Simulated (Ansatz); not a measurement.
`[CH3][Sn]([NH2])([OH])[F]` + H₂ → `[CH3][SnH]([NH2])[F]` + H₂O at 400 K and 1 bar (hydrogenolysis of the Sn–O bond).

Gas-phase electronic energies from Ansatz, PBE0-D4/def2-TZVP geometries. CCSD(T)/CBS is the MP2 limit (def2-TZVPP, def2-QZVPP) plus CCSD(T) − MP2 in def2-TZVPP, frozen cores. This one scheme is used for every species. Elements past krypton have def2 core potentials. For Sn outer-core shells are correlated without core-valence functions, which leaves a few kJ/mol of doubt a bond. One conformer a species, not always the lowest.

```tsv
species	CCSD(T)/CBS energy (Eh)	H − E (kJ/mol)	S (J/(mol·K))
`[CH3][Sn]([NH2])([OH])[F]`	-485.44180	242.0	440.4
H₂	-1.17544	38.0	139.0
`[CH3][SnH]([NH2])[F]`	-410.22990	218.3	399.2
H₂O	-76.37941	69.8	198.6
```

H − E and S are ideal-gas, rigid-rotor, harmonic terms from PBE0-D4/def2-TZVP, for one conformer and one mirror image of each species. For small species the MP2-based limit differs from directly extrapolated CCSD(T) by up to some mEh (0.8 for H₂); such offsets cancel only in part. 1 Eh = 2625.50 kJ/mol, R = 8.31446 J/(mol·K).

Problem. By hand: ΔE, ΔH, ΔS and ΔG.

Solution. ΔE = (-410.22990) + (-76.37941) − (-485.44180) − (-1.17544) = 0.00793 Eh = 20.8 kJ/mol. Δ(H − E) = 218.3 + 69.8 − 242.0 − 38.0 = 8.1, so ΔH = 28.9 kJ/mol. ΔS = 399.2 + 198.6 − 440.4 − 139.0 = 18.4 J/(mol·K). ΔG = 28.9 − 400 × (18.4)/1000 = 21.5 kJ/mol.

Problem. By hand: the equilibrium constant, and the temperature at which ΔG would vanish if ΔH and ΔS stayed fixed.

Solution. log₁₀ K = −ΔG/(RT ln 10) = -2.8. ΔG = 0 at ΔH/ΔS = 1571 K, though so small a ΔS makes that figure unsure.

ΔH outweighs TΔS. A doubt of 5 kJ/mol in ΔE shifts log₁₀ K by 0.7 here. Other conformers and mirror images would add mixing entropy, several J/(mol·K) or more a flexible species. Modes under 60 cm⁻¹, often nearly free rotors, make the harmonic entropy too high. These are equilibria of isolated gas molecules and say nothing of rates. Largest T1 diagnostic: 0.013 (customary marks: 0.02 for closed shells, 0.045 for open ones).
